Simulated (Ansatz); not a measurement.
One change: `C[Se][Sn]([Cl])([Cl])[Se]C` becomes `C[Se][SnH]([Cl])[Cl]`.

Ansatz, PBE0-D4/def2-TZVP geometries, multiplicity 1. Each molecule was computed in one conformer, which needn't be the lowest.

Elements past krypton have def2 core potentials. Scalar relativity is left out up to krypton. Spin–orbit coupling is left out; it splits and shifts lone-pair levels of the heavy atoms by tenths of an eV.

| property | `C[Se][Sn]([Cl])([Cl])[Se]C` |
| --- | --- |
| ideal-gas entropy at 298 K and 1 bar (rigid rotor, harmonic PBE0-D4/def2-TZVP) / J/(mol·K) | 517 |
| zero-point energy (PBE0-D4/def2-TZVP) / kJ/mol | 206.8 |
| HOMO energy (PBE0/def2-TZVPP) / eV | -7.17 |
| LUMO energy (PBE/def2-TZVPP) / eV | -3.17 |
| HOMO–LUMO gap (ωB97M-V/def2-TZVPP) / eV | 8.81 |
| size of the dipole moment (ωB97M-V/def2-TZVPP) / D | 3.72 |

Task: Give the same properties after the change, and the shifts. (Estimate.)

Result: Computed: 
```json
{"property": "ideal-gas entropy at 298 K and 1 bar (rigid rotor, harmonic PBE0-D4/def2-TZVP) / J/(mol·K)", "`C[Se][SnH]([Cl])[Cl]`": "421", "shift": "-96"}
{"property": "zero-point energy (PBE0-D4/def2-TZVP) / kJ/mol", "`C[Se][SnH]([Cl])[Cl]`": "124.7", "shift": "-82.1"}
{"property": "HOMO energy (PBE0/def2-TZVPP) / eV", "`C[Se][SnH]([Cl])[Cl]`": "-7.22", "shift": "-0.05"}
{"property": "LUMO energy (PBE/def2-TZVPP) / eV", "`C[Se][SnH]([Cl])[Cl]`": "-2.79", "shift": "0.38"}
{"property": "HOMO–LUMO gap (ωB97M-V/def2-TZVPP) / eV", "`C[Se][SnH]([Cl])[Cl]`": "9.36", "shift": "0.55"}
{"property": "size of the dipole moment (ωB97M-V/def2-TZVPP) / D", "`C[Se][SnH]([Cl])[Cl]`": "1.81", "shift": "-1.91"}
```

With PBE0 the HOMO falls by 0.05 eV and the LUMO rises by 0.44 eV, so the gap widens by about 0.49 eV. PBE moves the HOMO by -0.04 eV and ωB97M-V by -0.07 eV. The zero-point energy changes by -82.1 kJ/mol with -12 modes. Dipoles are sizes alone; their direction can turn. Modes under 60 cm⁻¹, often nearly free rotors, make the harmonic entropy too high.
